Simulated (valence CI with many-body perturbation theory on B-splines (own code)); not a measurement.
# Au46+: electric-dipole lines

Calculated by valence CI with perturbative core correlation (CI+MBPT): five valence electrons over a frozen Dirac-Fock core [Ar] 3d10, a basis of 9 s, 9 p, 8 d, 6 f, 3 g, 1 h functions for each j, with the one-electron correlation potential Σ1, the two-electron term Σ2, the three-electron term Σ3, Breit, model QED; selected CI, second order for the rest (own B-spline code, finite nucleus).

The last digits are not significant, and no measured levels were compared; by estimate large intervals hold to a few tenths of a per cent, small ones and those within an open d or f shell to about a per cent. Among the levels kept, up to 360 cm⁻¹ of a level comes from second order outside the variational space, and about a tenth of that is noise between levels of different J, which matters for small intervals.

Lines 151 to 200 of 219 in falling wavelength, among levels below 471.78 eV, chosen from the strongest by gf and those to the six lowest levels. Wavelengths and rates use the calculated energies. Electric multipoles are in the length gauge, E1 and E2 with the static RPA response of the core. Weak lines are less certain than strong ones. Lines between different terms over intervals too small for the method are left out, as are lines whose strength nearly cancels. The highest levels of a list are the least certain.

Levels are named by their leading jj configuration (3d3/2^4 stands for four electrons in 3d with j = 3/2), which in mixed levels can hold well under half, so a name can repeat and another be missing. Letters in brackets count levels of one name in rising energy.

```
λ vac (nm)                               Upper                       Lower   A (s⁻¹)  log gf  Branch %
     5.504          (4s^2 4p1/2^2 4f5/2) J=5/2  (4s^2 4p1/2^2 4d3/2) J=3/2  1.18e+11   -0.49      89.8
     5.503      (4s^2 4p1/2 4p3/2 4d5/2) J=1/2  (4s^2 4p1/2 4p3/2^2) J=3/2  1.30e+11   -0.93      22.9
     5.458  (4s 4p1/2^2 4p3/2 4d5/2) J=3/2 [b]  (4s 4p1/2^2 4p3/2^2) J=5/2  6.00e+10   -0.97       6.7
     5.454  (4s 4p1/2^2 4p3/2 4d3/2) J=5/2 [b]  (4s^2 4p1/2^2 4d5/2) J=5/2  2.69e+09   -2.14       0.2
     5.397  (4s 4p1/2^2 4p3/2 4d5/2) J=5/2 [b]  (4s 4p1/2^2 4p3/2^2) J=5/2  6.94e+10   -0.74       6.3
     5.276        (4s 4p1/2 4p3/2^3) J=3/2 [a]  (4s^2 4p1/2 4p3/2^2) J=1/2  2.76e+10   -1.34       3.4
     5.224  (4s 4p1/2^2 4p3/2 4d3/2) J=5/2 [a]  (4s^2 4p1/2^2 4d3/2) J=3/2  8.03e+09   -1.71      15.0
     5.212  (4s 4p1/2^2 4p3/2 4d3/2) J=3/2 [a]  (4s^2 4p1/2^2 4d3/2) J=3/2  1.70e+10   -1.56      20.0
     5.209  (4s 4p1/2^2 4p3/2 4d3/2) J=1/2 [a]  (4s^2 4p1/2^2 4d3/2) J=3/2  9.91e+08   -3.09       2.4
     5.175  (4s 4p1/2^2 4p3/2 4d5/2) J=5/2 [a]  (4s^2 4p1/2^2 4d5/2) J=5/2  1.67e+11   -0.40      44.1
     5.144          (4s 4p1/2^2 4p3/2^2) J=5/2  (4s^2 4p1/2^2 4p3/2) J=3/2  2.57e+11   -0.21      90.6
     5.111        (4s 4p1/2 4p3/2^3) J=3/2 [a]  (4s^2 4p1/2 4p3/2^2) J=5/2  4.16e+10   -1.19       5.2
     5.053  (4s 4p1/2^2 4p3/2 4d5/2) J=3/2 [a]  (4s^2 4p1/2^2 4d5/2) J=5/2  8.97e+10   -0.86      31.5
     5.028  (4s 4p1/2^2 4p3/2 4d5/2) J=7/2 [a]  (4s^2 4p1/2^2 4d5/2) J=5/2  6.39e+10   -0.71      16.0
     4.988        (4s 4p1/2 4p3/2^3) J=3/2 [a]  (4s^2 4p1/2 4p3/2^2) J=3/2  7.35e+11    0.04      91.2
     4.933            (4s 4p1/2 4p3/2^3) J=5/2  (4s^2 4p1/2 4p3/2^2) J=5/2  7.67e+11    0.23      96.6
     4.919  (4s 4p1/2^2 4p3/2 4d3/2) J=3/2 [b]  (4s^2 4p1/2^2 4d3/2) J=3/2  3.67e+11   -0.27      83.0
     4.875  (4s 4p1/2^2 4p3/2 4d5/2) J=7/2 [b]  (4s^2 4p1/2^2 4d5/2) J=5/2  4.63e+11    0.12      51.5
     4.861            (4s 4p1/2 4p3/2^3) J=1/2  (4s^2 4p1/2 4p3/2^2) J=1/2  8.32e+11   -0.23      50.8
     4.842        (4s 4p1/2 4p3/2^3) J=3/2 [b]  (4s^2 4p1/2 4p3/2^2) J=1/2  3.64e+11   -0.29      23.5
     4.832          (4s 4p1/2^2 4p3/2^2) J=1/2  (4s^2 4p1/2^2 4p3/2) J=3/2  4.06e+11   -0.55      92.0
     4.819            (4s 4p1/2 4p3/2^3) J=5/2  (4s^2 4p1/2 4p3/2^2) J=3/2  4.12e+09   -2.06       0.5
     4.795          (4s 4p1/2^2 4p3/2^2) J=3/2  (4s^2 4p1/2^2 4p3/2) J=3/2  7.92e+11    0.04      93.4
     4.762  (4s 4p1/2^2 4p3/2 4d3/2) J=1/2 [b]  (4s^2 4p1/2^2 4d3/2) J=3/2  7.10e+11   -0.32      89.4
     4.748  (4s 4p1/2^2 4p3/2 4d5/2) J=3/2 [b]  (4s^2 4p1/2^2 4d5/2) J=5/2  4.54e+11   -0.21      50.8
     4.725  (4s 4p1/2^2 4p3/2 4d3/2) J=5/2 [b]  (4s^2 4p1/2^2 4d3/2) J=3/2  1.09e+12    0.34      94.7
     4.703        (4s 4p1/2 4p3/2^3) J=3/2 [b]  (4s^2 4p1/2 4p3/2^2) J=5/2  1.15e+12    0.18      74.0
     4.702  (4s 4p1/2^2 4p3/2 4d5/2) J=5/2 [b]  (4s^2 4p1/2^2 4d5/2) J=5/2  3.87e+11   -0.11      35.4
     4.616            (4s 4p1/2 4p3/2^3) J=1/2  (4s^2 4p1/2 4p3/2^2) J=3/2  7.64e+11   -0.31      46.7
     4.599        (4s 4p1/2 4p3/2^3) J=3/2 [b]  (4s^2 4p1/2 4p3/2^2) J=3/2  1.35e+10   -1.77       0.9
     4.514  (4s 4p1/2^2 4p3/2 4d5/2) J=5/2 [a]  (4s^2 4p1/2^2 4d3/2) J=3/2  5.58e+08   -2.99       0.1
     4.421  (4s 4p1/2^2 4p3/2 4d5/2) J=3/2 [a]  (4s^2 4p1/2^2 4d3/2) J=3/2  1.89e+10   -1.65       6.6
     4.228      (4s 4p1/2^2 4p3/2 4d5/2) J=1/2  (4s^2 4p1/2^2 4d3/2) J=3/2  9.88e+09   -2.28       2.2
     4.186  (4s 4p1/2^2 4p3/2 4d5/2) J=3/2 [b]  (4s^2 4p1/2^2 4d3/2) J=3/2  4.37e+07   -4.34       0.0
     4.150  (4s 4p1/2^2 4p3/2 4d5/2) J=5/2 [b]  (4s^2 4p1/2^2 4d3/2) J=3/2  2.39e+09   -2.43       0.2
     4.136  (4s^2 4p1/2 4p3/2 4d3/2) J=5/2 [a]  (4s^2 4p1/2^2 4p3/2) J=3/2  3.09e+09   -2.32      22.5
     4.128  (4s^2 4p1/2 4p3/2 4d3/2) J=3/2 [a]  (4s^2 4p1/2^2 4p3/2) J=3/2  8.02e+10   -1.09      78.3
     4.125  (4s^2 4p1/2 4p3/2 4d3/2) J=1/2 [a]  (4s^2 4p1/2^2 4p3/2) J=3/2  3.26e+09   -2.78      22.2
     4.031      (4s^2 4p3/2^2 4d3/2) J=3/2 [a]  (4s^2 4p1/2 4p3/2^2) J=1/2  1.54e+11   -0.82       6.5
     4.018          (4s^2 4p3/2^2 4d3/2) J=1/2  (4s^2 4p1/2 4p3/2^2) J=1/2  3.25e+10   -1.80       1.5
     3.934      (4s^2 4p3/2^2 4d3/2) J=3/2 [a]  (4s^2 4p1/2 4p3/2^2) J=5/2  5.70e+11   -0.28      24.2
     3.923          (4s^2 4p3/2^2 4d3/2) J=5/2  (4s^2 4p1/2 4p3/2^2) J=5/2  1.14e+12    0.20      58.6
     3.899          (4s^2 4p3/2^2 4d3/2) J=7/2  (4s^2 4p1/2 4p3/2^2) J=5/2  1.78e+12    0.51     100.0
     3.878      (4s^2 4p3/2^2 4d3/2) J=3/2 [b]  (4s^2 4p1/2 4p3/2^2) J=1/2  1.80e+12    0.21      97.9
     3.861      (4s^2 4p3/2^2 4d3/2) J=3/2 [a]  (4s^2 4p1/2 4p3/2^2) J=3/2  1.63e+12    0.16      69.2
     3.851  (4s^2 4p1/2 4p3/2 4d3/2) J=5/2 [b]  (4s^2 4p1/2^2 4p3/2) J=3/2  2.28e+12    0.48      99.8
     3.850          (4s^2 4p3/2^2 4d3/2) J=5/2  (4s^2 4p1/2 4p3/2^2) J=3/2  8.06e+11    0.03      41.4
     3.849          (4s^2 4p3/2^2 4d3/2) J=1/2  (4s^2 4p1/2 4p3/2^2) J=3/2  2.11e+12   -0.03      98.2
     3.832  (4s^2 4p1/2 4p3/2 4d3/2) J=3/2 [b]  (4s^2 4p1/2^2 4p3/2) J=3/2  2.97e+12    0.42      99.9
     3.820  (4s^2 4p1/2 4p3/2 4d3/2) J=1/2 [b]  (4s^2 4p1/2^2 4p3/2) J=3/2  2.43e+12    0.03      99.4
```

Question: How does gf follow from A for the line at 4.150 nm?

Answer: gf = 1.4992 × (2J+1)_upper × A / σ², with σ = 2409899 cm⁻¹ and 2J+1 = 6: gf = 0.00370.
